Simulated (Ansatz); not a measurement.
# Reading a saddle point

A first-order saddle point of Si$_{2}$NH$_{9}$O, singlet, PBE0-D4/def2-TZVP, with one imaginary mode of 964i cm⁻¹:

Si1  (-0.651, -0.391, 0.322)
N2  (0.885, -0.689, 1.360)
H3  (-1.774, 0.174, 1.117)
H4  (-1.087, -1.847, 0.275)
Si5  (-0.302, 0.160, -1.917)
H6  (0.953, 0.499, 1.311)
O7  (0.355, 1.424, 0.616)
H8  (1.627, -1.191, 0.887)
H9  (0.708, -1.132, 2.253)
H10  (-0.903, -0.821, -2.867)
H11  (1.170, 0.170, -2.159)
H12  (-0.842, 1.509, -2.227)
H13  (-0.140, 2.135, 1.028)
(Å)

Ansatz 0.2.0; basis: def2-TZVPP and def2-QZVPP; cores frozen in the correlated methods. Extrapolation: Hartree–Fock as exp(−7.88 √X), correlation as X^−2.97.

(1) Which contacts change along the imaginary mode, and what lies on either side? (Judge from chemistry; the calculation decides.)

(2) Which side is lower, and how far does the saddle lie above each? (An estimate is asked for; the value comes from the calculation.)

The T1 diagnostic stays at or below 0.013.

## Answers

(1) By the calculation: The step is Si₂NH₇ ([NH2][SiH2][SiH3]) + H₂O → Si₂H₆O ([OH][SiH2][SiH3]) + NH₃, with the molecules in contact on both sides. Shortening one way: Si1–O7, N2–H6; lengthening the same way: Si1–N2, H6–O7.
```json
{"pair": "Si1–O7", "one side (Å)": "3.47", "saddle (Å)": "2.10", "other side (Å)": "1.67"}
{"pair": "N2–H6", "one side (Å)": "1.95", "saddle (Å)": "1.19", "other side (Å)": "1.01"}
{"pair": "Si1–N2", "one side (Å)": "1.75", "saddle (Å)": "1.88", "other side (Å)": "2.95"}
{"pair": "H6–O7", "one side (Å)": "0.97", "saddle (Å)": "1.30", "other side (Å)": "3.62"}
```

(2) By the calculation: The side with Si1–O7, N2–H6 short is lower by 8.12 kcal/mol; the saddle lies 33.91 kcal/mol above it and 25.80 kcal/mol above the other (CCSD(T) at an estimated basis limit (MP2 extrapolated from triple and quadruple zeta, plus CCSD(T) − MP2 in triple zeta); electronic energies).

The step is the kind of ligand exchange by which a precursor binds to a hydroxyl group, or is hydrolysed, in atomic layer deposition of oxides.

Labels in which every atom is bracketed show which atoms are joined, not bond orders.

For scale, one of the runs: CCSD(T)/def2-TZVPP, 272 basis functions, launched by `ansatz run in.yaml --threads 8 --pin off --events-out ev --progress --plain --max-ram 19148MiB`. Hardware: 8 CPU threads of an Intel Xeon 6975P-C, shared host. Wall time 24 s; peak host memory 7.6 GiB.
